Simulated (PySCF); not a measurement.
C7H9F3O2.
Atom-mapped SMILES: `[CH3:1][C@@H:2]1[O:3][CH2:4][O:5][CH2:6][C@H:7]1[C:8]([F:9])=[C:10]([F:11])[F:12]` (hydrogens: H13, H14, H15 on C1; H16 on C2; H17, H18 on C4; H19, H20 on C6; H21 on C7)

Method used: PBE0-D3(BJ)/def2-SVP geometry optimisation, gas phase in PySCF 2.14.0.

(1) Give the optimised bond lengths and angles.

Results:

(1) 
```json
{"bond": "C1–C2", "length (pm)": "150.9", "order": "single"}
{"bond": "C2–O3", "length (pm)": "141.1", "order": "single"}
{"bond": "O3–C4", "length (pm)": "138.8", "order": "single"}
{"bond": "C4–O5", "length (pm)": "139.0", "order": "single"}
{"bond": "O5–C6", "length (pm)": "140.0", "order": "single"}
{"bond": "C6–C7", "length (pm)": "153.6", "order": "single"}
{"bond": "C7–C8", "length (pm)": "148.4", "order": "single"}
{"bond": "C8–F9", "length (pm)": "134.1", "order": "single"}
{"bond": "C8=C10", "length (pm)": "133.3", "order": "double"}
{"bond": "C10–F11", "length (pm)": "131.2", "order": "single"}
{"bond": "C10–F12", "length (pm)": "130.8", "order": "single"}
{"bond": "C2–C7", "length (pm)": "154.2", "order": "single"}
{"bond": "C1–H13, C1–H14, C1–H15", "length (pm)": "110.0", "order": "single"}
{"bond": "C2–H16", "length (pm)": "111.1", "order": "single"}
{"bond": "C4–H17", "length (pm)": "109.8", "order": "single"}
{"bond": "C4–H18", "length (pm)": "111.5", "order": "single"}
{"bond": "C6–H19", "length (pm)": "109.9", "order": "single"}
{"bond": "C6–H20", "length (pm)": "110.9", "order": "single"}
{"bond": "C7–H21", "length (pm)": "110.1", "order": "single"}
```

Bonds in one row agree within 1 pm and their mean is given. Orders are formal, as drawn. A selection of angles:
```json
{"angle": "C2–C1–H13", "degrees": "110.4"}
{"angle": "C2–C1–H15", "degrees": "111.0"}
{"angle": "H13–C1–H14", "degrees": "108.2"}
{"angle": "H13–C1–H15", "degrees": "108.8"}
{"angle": "C1–C2–O3", "degrees": "108.0"}
{"angle": "C1–C2–C7", "degrees": "113.8"}
{"angle": "C1–C2–H16", "degrees": "109.6"}
{"angle": "O3–C2–C7", "degrees": "108.9"}
{"angle": "O3–C2–H16", "degrees": "108.9"}
{"angle": "C7–C2–H16", "degrees": "107.5"}
{"angle": "C2–O3–C4", "degrees": "112.5"}
{"angle": "O3–C4–O5", "degrees": "112.5"}
{"angle": "O3–C4–H17", "degrees": "107.5"}
{"angle": "O3–C4–H18", "degrees": "109.7"}
{"angle": "O5–C4–H17", "degrees": "107.5"}
{"angle": "O5–C4–H18", "degrees": "109.7"}
{"angle": "H17–C4–H18", "degrees": "110.0"}
{"angle": "C4–O5–C6", "degrees": "111.4"}
{"angle": "O5–C6–C7", "degrees": "110.9"}
{"angle": "O5–C6–H19", "degrees": "107.6"}
{"angle": "O5–C6–H20", "degrees": "110.6"}
{"angle": "C7–C6–H19", "degrees": "110.6"}
{"angle": "C7–C6–H20", "degrees": "109.1"}
{"angle": "H19–C6–H20", "degrees": "108.0"}
{"angle": "C6–C7–C8", "degrees": "111.0"}
{"angle": "C6–C7–H21", "degrees": "108.3"}
{"angle": "C8–C7–H21", "degrees": "108.8"}
{"angle": "C2–C7–C6", "degrees": "108.7"}
{"angle": "C2–C7–C8", "degrees": "112.1"}
{"angle": "C2–C7–H21", "degrees": "107.8"}
{"angle": "C7–C8–F9", "degrees": "115.7"}
{"angle": "C7–C8–C10", "degrees": "126.4"}
{"angle": "F9–C8–C10", "degrees": "117.9"}
{"angle": "C8–C10–F11", "degrees": "123.2"}
{"angle": "C8–C10–F12", "degrees": "124.6"}
{"angle": "F11–C10–F12", "degrees": "112.1"}
```

Dihedral angles: C1–C2–O3–C4 179° (antiperiplanar); C2–O3–C4–O5 62° (synclinal); O3–C4–O5–C6 -61° (synclinal); C4–O5–C6–C7 56° (synclinal); O5–C6–C7–C8 -175° (antiperiplanar); C6–C7–C8–F9 62° (synclinal); C7–C8–C10–F11 0° (synperiplanar); C1–C2–C7–C6 171° (antiperiplanar).

The C–C distances run from 1.333 Å (C8=C10, drawn double) to 1.542 Å (C2–C7, drawn single), a spread of 0.209 Å. The 6-membered ring C2–O3–C4–O5–C6–C7 has internal angles of 108.7° to 112.5°; it is puckered, 0.22 Å rms from its mean plane, widest ring torsion 62°. Of the pairs four or more bonds apart, F11···H21 is among the closest relative to their van der Waals radii: 2.51 Å, 94 % of the sum of Bondi's values. The 3 C–F bonds span 1.308 Å (C10–F12, drawn single) to 1.341 Å (C8–F9, drawn single), a spread of 0.033 Å. The C–O distances run from 1.388 Å (O3–C4, drawn single) to 1.411 Å (C2–O3, drawn single), a spread of 0.023 Å.

Point group: C1 (no symmetry element, even within 0.4 Å). No frequency check. The numbers are those of one conformer.
